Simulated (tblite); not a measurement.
`n1[c]c(C#N)c(CN)s1` [radical] (doublet state). The geometry is computed with GFN2-xTB (gas phase). This method treats the open shell by occupation alone, without spin polarisation.

```
atom  x, y, z in Å
N1     0.3161    2.9956   -0.4258
C2     0.7126    1.9281   -0.2906
C3     1.1713    0.6163   -0.1106
C4     2.4758    0.2055    0.2306
N5     2.7250   -1.0150    0.3770
S6     1.3453   -1.9319    0.1012
C7     0.3892   -0.5260   -0.2270
C8    -1.0849   -0.5937   -0.4964
N9    -1.9014   -0.1825    0.6260
H10   -1.3485   -1.6249   -0.7497
H11   -1.3344    0.0515   -1.3446
H12   -1.6914   -0.7241    1.4569
H13   -1.7790    0.8017    0.8353
```

Question: Which two atoms are farthest apart?

Answer: N1···S6, 5.06 Å; the next longest distance is 4.92 Å.

Question: What is the repulsion energy of the bare nuclei, Σ ZA·ZB/RAB?

Answer: 468.13 Eh over 78 pairs, with full nuclear charges and distances in bohr; the largest single term is 35.29 Eh (N5 with S6).

Question: How far are the heavy atoms from their best plane (unweighted least squares)?

Answer: 0.317 Å rms; N1 0.06, C2 0.06, C3 0.05, C4 0.21, N5 0.21, S6 0.14, C7 0.28, C8 0.51, N9 0.67 Å (magnitudes).

Question: What are the angles N1–C2–C3, C4–C3–C7, C3–C4–N5, C4–N5–S6, C3–C7–S6, C3–C7–C8, C8–N9–H13, H12–N9–H13?

Answer: From the scalar product of the two bond vectors; for N1–C2–C3 it is -1.6066 Å² over 1.1468 × 1.4013 Å², cos θ = -0.999761. N1–C2–C3 178.7°; C4–C3–C7 107.6°; C3–C4–N5 119.7°; C4–N5–S6 110.4°; C3–C7–S6 109.9°; C3–C7–C8 127.3°; C8–N9–H13 111.6°; H12–N9–H13 108.9°.

Question: How far apart are these pairs, which share no bond: C4···H11, S6···C8, S6···H11, N9···H11?

Answer: C4···H11 4.126 Å (4 bonds apart); S6···C8 2.838 Å (2 bonds apart); S6···H11 3.634 Å (3 bonds apart); N9···H11 2.064 Å (2 bonds apart).

Question: Give the dihedral angles C7–C3–C4–N5, S6–C7–C8–H11, N5–S6–C7–C3, C3–C7–C8–N9.

Answer: C7–C3–C4–N5 0° (synperiplanar); S6–C7–C8–H11 -136° (anticlinal); N5–S6–C7–C3 0° (synperiplanar); C3–C7–C8–N9 -72° (synclinal). Dihedral signs follow IUPAC: positive where, seen along the central bond, the front bond turns clockwise onto the rear one.

Question: Write the matrix of distances between heavy atoms (Å, lower triangle).

Answer: 
```
N1    0.000
C2    1.147  0.000
C3    2.548  1.401  0.000
C4    3.589  2.519  1.410  0.000
N5    4.747  3.627  2.305  1.254  0.000
S6    5.061  3.931  2.563  2.421  1.679  0.000
C7    3.528  2.476  1.389  2.258  2.462  1.732  0.000
C8    3.854  3.104  2.589  3.721  3.931  2.838  1.500  0.000
N9    4.015  3.482  3.259  4.412  4.707  3.725  2.468  1.448  0.000
```

Its lowest GFN2-xTB frequency is 16i cm⁻¹, too small to tell a flat minimum from a shallow saddle.

The run took 0.25 s wall on one thread, Arm Neoverse V1 (aarch64), shared host with 32 logical CPUs at a one-minute load of 20. That covers the optimisation of the geometry.

One conformer stands for the species.
